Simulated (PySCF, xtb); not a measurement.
Zn(H)(OSiH3) (H4OSiZn), SMILES [SiH3][O][ZnH].

Harmonic wavenumbers (cm⁻¹) from GFN2-xTB in xtb at its own minimum, in rising order: 106, 106, 240, 240, 325, 604, 604, 782, 782, 829, 995, 1902, 2180, 2180, 2209.

Problem. What does PySCF with B3LYP-D3(BJ)/def2-SVP give at its own minimum? (The exact figures need the calculation; the answer reports its results.)

Solution. 31, 84, 455, 456, 485, 737, 746, 955, 960, 1028, 1051, 1939, 2170, 2180, 2210. Paired by order, the mean absolute difference is 108 cm⁻¹ and the zero-point energies are 20.1 and 22.1 kcal/mol.
